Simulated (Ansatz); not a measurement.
```yaml
crystal:
  periodic: [false, false, false]
  atoms:
    - {symbol: F, position_ang: [-1.514496, -1.042852, 1.194507]}
    - {symbol: C, position_ang: [-0.818657, 0.086869, 1.463541]}
    - {symbol: F, position_ang: [-0.680423, 0.159252, 2.810965]}
    - {symbol: C, position_ang: [0.560135, 0.021664, 0.844778]}
    - {symbol: C, position_ang: [0.660919, 0.433373, -0.605403]}
    - {symbol: F, position_ang: [0.237514, 1.709335, -0.758812]}
    - {symbol: F, position_ang: [1.960049, 0.386382, -0.970278]}
    - {symbol: C, position_ang: [-0.118618, -0.422620, -1.630655]}
    - {symbol: F, position_ang: [0.207721, -0.070194, -2.866123]}
    - {symbol: F, position_ang: [-1.427760, -0.252709, -1.477743]}
    - {symbol: F, position_ang: [0.169825, -1.710334, -1.465140]}
    - {symbol: H, position_ang: [-1.414003, 0.943675, 1.135233]}
    - {symbol: H, position_ang: [0.958256, -0.986587, 0.967696]}
    - {symbol: H, position_ang: [1.206439, 0.715546, 1.386334]}
basis:
  gaussian: {orbitals: "6-31G*"}
magnetization: {spin_polarized: true, initial_magnetization: 6}
hamiltonian: {xc: {name: PBE}}
correlation: {method: rpa}
```

```sh
$ ansatz run in.yaml --threads 4 --pin off --events-out ev --progress --plain --max-ram 63488MiB --backend cpu
```

It prints (some lines left out):

```
Functional definition: PBE
1556 factors; integrals over basis functions are off by at most 1.3e-3 eV
mean field evaluation 1: about -23150.0224 eV, gradient 4.7e1 eV
mean field evaluation 2: about -23150.0034 eV, gradient 4.7e1 eV
mean field evaluation 4: about -23154.3068 eV, gradient 3.9e1 eV
mean field evaluation 8: about -23161.6293 eV, gradient 1.6e1 eV
mean field evaluation 16: about -23162.7376 eV, gradient 4.8e-1 eV
mean field evaluation 32: about -23162.7388 eV, gradient 1.1e-3 eV
mean field -23162.73875994 eV, -851.2149491596 hartree, gradient 7.4e-6 eV, S^2 12.003412; 9 other end points of the search recorded, 0 dependent functions left out
11 core orbitals not correlated: weight in the atoms' cores, before any rotation towards them, 1.000 or more for the frozen orbitals, at most 0.000 for the correlated occupied ones
reference -23068.58252110 eV, -847.7547712035 hartree; 37, 31 occupied and 123, 129 virtual orbitals, 1556 factors
Total energy: -23143.60261060 eV, -850.5117086422 hartree
```

In this input the spin is set far too high for this molecule. The run converged. The result belongs to that input, not to the molecule as meant.
